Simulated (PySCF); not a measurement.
Correlation energy of Cd³⁺ (cadmium, charge +3)

Starting occupation: [Kr] 4d9, 4d3/2 with m_j = -1/2, +1/2, +3/2, 4d5/2 with m_j = -5/2, -3/2, -1/2, +1/2, +3/2, +5/2. All numbers are calculated (PySCF 2.14, X2C-1e with screened-nucleus spin-orbit coupling, Gaussian nucleus, in x2c-SVPall-2c). Frozen: [Ar] 3d10; 17 electrons correlated; the 6 highest virtual spinors left out.

MP2 pair energies summed by pair of shells (mhartree):

```tsv
pair	energy	share (%)
4d-4d	-215.25	55.1
4d-4p	-112.18	28.7
4p-4p	-37.19	9.5
4d-4s	-13.10	3.4
4p-4s	-10.32	2.6
4s-4s	-2.37	0.6
```

Total MP2 correlation energy: -390.42 mhartree.

The GHF reference relaxed away from the jj start to a determinant that is no pure jj level (⟨S²⟩ = 0.77, ⟨J²⟩ = 3.75); the energies belong to that determinant.

This basis was not built for core-valence correlation, so the inner-shell part is incomplete.
